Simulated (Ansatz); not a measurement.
Correlation energies of C₃H₅AlS (`CSC#[C][AlH2]`) by basis set

```xyz
10

C    -1.734    1.342   -1.080
S    -1.737    0.802    0.646
C    -0.310   -0.047    0.723
C     0.729   -0.683    0.834
Al    2.337   -1.665    0.998
H    -1.734    0.480   -1.746
H    -0.872    1.977   -1.276
H    -2.652    1.914   -1.219
H     3.270   -1.808   -0.272
H     2.702   -2.313    2.393
```

Charge 0, multiplicity 1. The geometry is a stationary point of PBE0-D4/def2-TZVP. Frozen core, restricted reference, the Gaussian-basis code of Ansatz. CBS rows extrapolate triple and quadruple zeta; past MP2 they add the triple-zeta difference.

```csv
basis,HF (Eh),MP2 corr.,CCSD corr.,(T),CCSD(T) total
def2-TZVPP,?,-0.72494,?,?,?
def2-QZVPP,-755.99150,-0.77638,–,–,–
CBS(def2),-755.99469,-0.81447,?,as TZ,?
```

(1) Fill in the withheld values. (Best estimate.)

Results:

(1) The calculation gave: def2-TZVPP HF (Eh): -755.96835; def2-TZVPP CCSD corr.: -0.76743; def2-TZVPP (T): -0.03828; def2-TZVPP CCSD(T) total: -756.77406; CBS(def2) CCSD corr.: -0.85696; CBS(def2) CCSD(T) total: -756.88993.
